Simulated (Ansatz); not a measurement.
PBE exchange is replaced step by step with exact exchange (0 % is PBE, 25 % PBE0; no dispersion term), basis def2-SVP, Ansatz. System: Al₅N₄H₁₆⁻, a cluster cut from zinc blende AlN (hydrogen-capped). Total charge -1; singlet. Geometry: PBE-D4/def2-SVP.

Geometry of the singlet:

Cartesian coordinates in Å:
```
Al 2.214 0.996 -0.383
Al -0.008 1.183 1.889
Al -0.962 1.166 -1.214
Al 0.608 -1.694 -1.641
Al -1.666 -1.425 0.604
N 0.436 1.629 0.060
N 1.910 -0.954 -0.356
N -1.721 0.212 1.714
N -1.011 -0.777 -1.098
H 3.265 1.384 0.796
H 2.682 1.407 -1.876
H 1.016 0.080 2.494
H -0.266 2.524 2.768
H -0.628 1.683 -2.710
H -2.386 1.747 -0.630
H 1.096 -1.275 -3.126
H 0.477 -3.296 -1.394
H -3.183 -1.988 0.451
H -0.589 -2.379 1.348
H 0.487 2.662 0.031
H 2.814 -1.429 -0.502
H 1.630 -1.221 0.606
H -2.420 0.856 1.306
H -2.067 -0.033 2.654
H -1.729 -1.057 -1.789
```

```
exact exchange (%)  HOMO (eV)  LUMO (eV)  gap (eV)
                 5      -2.84       3.01      5.85
                10      -3.09       3.17      6.26
                15      -3.34       3.33      6.67
                25      -3.85       3.64      7.49
                35      -4.37       3.94      8.31
                50      -5.15       4.40      9.55
```

Question: Estimate the row for 0 %.

Answer: 
```csv
exact exchange (%),HOMO (eV),LUMO (eV),gap (eV)
0,-2.59,2.86,5.44
```
